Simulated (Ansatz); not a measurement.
Stretching the Si3–H4 bond in GeH4Si (SMILES [SiH3][GeH]) (multiplicity 1 held, fragments rigid). Energies count from the point at 1.489 Å.
Geometry at that point (charge 0, multiplicity 1):
```xyz
6

Ge     0.0269     0.6789     0.5501
H     -0.4443     1.5532    -0.7038
Si    -0.0212    -1.2964    -0.9339
H      0.9083    -1.0877    -2.0778
H     -1.3924    -1.4771    -1.4849
H      0.3664    -2.5625    -0.2613
```

Signs of static correlation in def2-SVP, with CASSCF(2,2), from Ansatz (a quantum-chemistry and plane-wave program) runs.

| R (Å) | T1 of restricted CCSD | ⟨S²⟩ of UHF | largest double amplitude of restricted CCSD | weight of the CASSCF reference in MRCISD | CASSCF natural occupations |
|---|---|---|---|---|---|
| 1.191 | 0.014 | 0.344 | 0.079 | 0.893 | 1.99 0.01 |
| 1.340 | 0.014 | 0.336 | 0.079 | 0.893 | 1.99 0.01 |
| 1.489 | 0.014 | 0.328 | 0.078 | 0.893 | 1.98 0.02 |
| 1.638 | 0.014 | 0.320 | 0.077 | 0.893 | 1.97 0.03 |
| 1.786 | 0.015 | 0.313 | 0.077 | 0.893 | 1.96 0.04 |
| 2.010 | 0.017 | 0.329 | 0.076 | 0.893 | 1.93 0.07 |
| 2.233 | 0.020 | 0.648 | 0.104 | 0.892 | 1.89 0.11 |
| 2.605 | 0.031 | 1.065 | 0.138 | 0.891 | 1.77 0.23 |
| 2.977 | 0.047 | 1.220 | 0.295 | 0.889 | 1.60 0.40 |
| 3.424 | … | 1.285 | 0.526 | 0.887 | 1.39 0.61 |
| 4.020 | 0.082 | 1.309 | … | 0.887 | 1.19 0.81 |
| 4.764 | 0.088 | 1.315 | 0.900 | 0.886 | 1.07 0.93 |

Fill in the missing entries.


- 3.424, T1 of restricted CCSD: 0.066
- 4.020, largest double amplitude of restricted CCSD: 0.759

Doubts at one or more of the structures used: a restricted determinant that unrestricted orbitals would lower (R-CCSD(T)/def2-SVP); other coupled-cluster roots lie near (R-CCSD(T)/def2-SVP); T1 above 0.05 (R-CCSD(T)/def2-SVP, U-CCSD(T)/def2-SVP); a spin-contaminated determinant (U-CCSD(T)/def2-SVP); the program's own flag: large difference (U-CCSD(T)/def2-SVP).
